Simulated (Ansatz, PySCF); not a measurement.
Potential energy curve for CH (cation, charge +1), singlet.

- RKS-LDA (SVWN5)/6-31G* = restricted LDA (SVWN5)/6-31G*, spherical d run with PySCF 2.14.0
- RMP2 = MP2 on RHF/cc-pVDZ, frozen core in Ansatz (an electronic-structure program)
- UKS-BP86/6-31G* = PySCF with unrestricted BP86/6-31G*, spherical d
- FCI = Ansatz with full CI/cc-pVDZ, frozen core

Energies relative to the lowest point of each curve near equilibrium, in eV:

| R / Å | RKS-LDA (SVWN5)/6-31G* | RMP2 | UKS-BP86/6-31G* |
|---|---|---|---|
| 0.84 | 2.556 | 2.509 | 2.409 |
| 0.92 | 1.194 | 1.123 | 1.093 |
| 1.04 | 0.230 | 0.175 | 0.188 |
| 1.07 | 0.122 | 0.079 | 0.091 |
| 1.09 | 0.070 | 0.037 | 0.048 |
| 1.17 | 0.000 | 0.015 | 0.005 |
| 1.26 | 0.101 | 0.184 | 0.131 |
| 1.33 | 0.262 | 0.403 | 0.304 |
| 1.55 | 0.969 | 1.300 | 1.025 |
| 2.05 | 2.564 | 3.262 | 2.505 |
| 2.31 | 3.194 | 4.000 | 2.953 |
| 2.81 | 4.017 | 4.915 | 3.239 |

Task: Estimate the FCI values at these points.

Result: 0.84: 2.562; 0.92: 1.167; 1.04: 0.198; 1.07: 0.096; 1.09: 0.050; 1.17: 0.007; 1.26: 0.149; 1.33: 0.343; 1.55: 1.139; 2.05: 2.743; 2.31: 3.256; 2.81: 3.757 (eV).

The restricted form behind RKS-LDA (SVWN5)/6-31G*, RMP2 keeps the bonding electrons paired and can't separate into open-shell fragments. The T1 diagnostic of CCSD on the restricted reference of RMP2 exceeds 0.045 at 2.05 to 4.49 Å. The unrestricted determinant behind UKS-BP86/6-31G* is spin-contaminated at 0.84 to 4.49 Å (<S²> up to 1.0, against 0.00 for a pure singlet).
